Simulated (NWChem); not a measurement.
System: C$_{2}$H$_{4}$ClFSi; SMILES [SiH2](Cl)C(F)=C

```xyz
9

C     -1.5606     1.2601     0.0000
C     -0.2311     1.2156     0.0000
F      0.4913     2.3536     0.0000
Si     0.8727    -0.3093     0.0000
Cl    -0.3325    -1.9897     0.0000
H     -2.1310     0.3300     0.0000
H     -2.0938     2.2149     0.0000
H      1.7259    -0.3192    -1.2186
H      1.7259    -0.3192     1.2186
```
Atoms are numbered in this order, from 1.

Program: NWChem. Geometry: optimised at PBE0/def2-SVP. Level: PBE0/def2-SVP with SMD (1 M gas to 1 M solution), gas-phase geometry. Reactions with the solvent are ignored.

Problem. Predict the results for solvent water. Quantities: solvation free energy (kcal/mol); cavity-dispersion-structure term (kcal/mol); dipole in solution (D).

Solution. The solvation free energy (kcal/mol) is 2.1 and the cavity-dispersion-structure term (kcal/mol) comes out as 4.3. The dipole in solution (D) is 0.29.
